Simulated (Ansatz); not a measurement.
**Correcting a cheap level on Si-containing radicals**

The atomisation energy (no zero-point term) in kJ/mol of 6 Si-containing radicals: x at r2SCAN0-D4/def2-TZVPP, y at CCSD(T)/CBS estimate. Shapes, held fixed at every level: PBE0-D4/def2-TZVP. Flexible molecules stand in one conformer, not always the lowest. Programs: Ansatz 0.2.0.

```
                       molecule  x (kJ/mol)  y (kJ/mol)
                 SiH(NH2)(SiH3)        2637        2664
                     SiH(SiH3)2        2755           ?
                  Si(OH)2(SiH3)        2962        3021
     C2H5OSi (SMILES C=C[SiH]O)        3379        3414
 C2H6NSi (SMILES C=C[SiH2][NH])        3524        3557
C2H5O2Si (SMILES CC(=O)O[SiH2])        3855        3904
```

**Question.** Fit y = c + s·x to the known rows and predict y for SiH(SiH3)2.

**Answer.** 
1. Means of the 5 rows: x = 3271.40, y = 3312.0.
2. Σ(Δx)² = 914165, Σ(Δx·Δy) = 919480, so the slope is 919480/914165 = 1.0058.
3. Intercept: 3312.0 − (1.0058) × 3271.40 = 21.6. The largest residual of the fit is 20.
4. SiH(SiH3)2: 21.6 + 1.0058 × 2755 = 2793 kJ/mol.

CCSD(T)/CBS estimate gives 2755 kJ/mol, so the prediction is off by +38 kJ/mol, more than the largest residual. Uncorrected, r2SCAN0-D4/def2-TZVPP misses SiH(SiH3)2 by 0 kJ/mol, and the other rows by 41 on average. The line makes this one worse. Left out in turn, the other rows are missed by 18 kJ/mol on average, so much of the error is systematic among these molecules. Spin contamination: C2H5OSi (⟨S²⟩ up to 0.87). Open shells run unrestricted. The CBS estimate extrapolates MP2 from def2-TZVPP and def2-QZVPP and adds CCSD(T) − MP2 in the triple-zeta set, cores frozen.
